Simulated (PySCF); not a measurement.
Al(F)(H)(SeH) (AlFH2Se), SMILES [F][AlH][SeH]. Atoms are numbered in the order given.

```xyz
5

Al    -0.5393    -1.1631     0.0000
F      0.6825    -2.2753     0.0000
H     -2.0254    -1.6498     0.0000
Se     0.1229     1.0517     0.0000
H     -1.2836     1.4903     0.0000
```

Coordinates come from a B3LYP-D3(BJ)/def2-TZVP optimisation. Other conformers were not sampled.

Method: PBE/def2-TZVPD run with PySCF.

Mulliken values depend strongly on the basis, most of all with diffuse functions as here. ESP charges are fitted to the potential on shells at 1.4 to 2.0 van der Waals radii. Atomic charges (e):

| atom | ESP fit | Mulliken | meta-Löwdin |
|---|---|---|---|
| Al1 | 0.66 | 0.36 | 0.81 |
| F2 | -0.32 | -0.23 | -0.52 |
| H3 | -0.19 | -0.04 | -0.13 |
| Se4 | -0.24 | -0.28 | -0.24 |
| H5 | 0.09 | 0.18 | 0.09 |
